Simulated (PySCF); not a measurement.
## Radial density of Pm(2+) (promethium, charge +2)

UHF, [Xe] 4f4 6s1, one real determinant (an excited configuration). Computed with PySCF 2.14 in cc-pVDZ-X2C, with the spin-free X2C one-electron Hamiltonian (Gaussian nucleus).

```
r (bohr)  4πr²ρ (e/bohr)  4πr²(ρα − ρβ)
  0.0179           80.76         0.0036
  0.0302           70.50         0.0036
  0.0508           91.89         0.0131
  0.0854           101.5         0.0100
   0.144           80.12         0.1020
   0.242           83.95         0.8051
   0.406           35.78         3.1478
   0.683           36.18         4.4409
    1.15           11.51         2.3519
    1.93           4.398         0.3251
    3.25          0.5427         0.3386
    5.47          0.1259         0.1258
    9.20       0.0001205         0.0001
    15.5       1.770e-05         0.0000
```

Densities and radii are taken from the X2C orbitals without a picture-change correction, which distorts them close to the nucleus.

⟨L²⟩ = 34.02 against 42 for a pure I term, so this real determinant mixes terms. Spin-orbit coupling, absent here, splits the open shell strongly.
